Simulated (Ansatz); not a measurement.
This singlet lies 1.73 eV below the relaxed triplet at the level B3LYP/cc-pVTZ // PBE0-D3(BJ)/def2-TZVP (Ansatz, a first-principles code).

Species: C₂H₄OSi, SMILES `C=C[Si]O` (lower singlet; C–C–Si–O torsion 180°, C–Si–O–H torsion 0°) (charge 0, multiplicity 1).

### Question
Give a relaxed geometry from PBE0-D3(BJ)/def2-TZVP (Ansatz).

### Answer
This is not unique; one that fits is the end point of this relaxation, one of several conformers (outside a Z-matrix the atoms follow the SMILES, hydrogens last).
Bond lengths (Å): C1–C2 1.336, C1–H5 1.089, C1–H6 1.087, C2–Si3 1.887, C2–H7 1.092, Si3–O4 1.656, O4–H8 0.961. Angles (°): C2–C1–H5 120.7, C2–C1–H6 123.6, H5–C1–H6 115.8, C1–C2–Si3 116.5, C1–C2–H7 118.1, Si3–C2–H7 125.4, C2–Si3–O4 102.1, Si3–O4–H8 119.3.
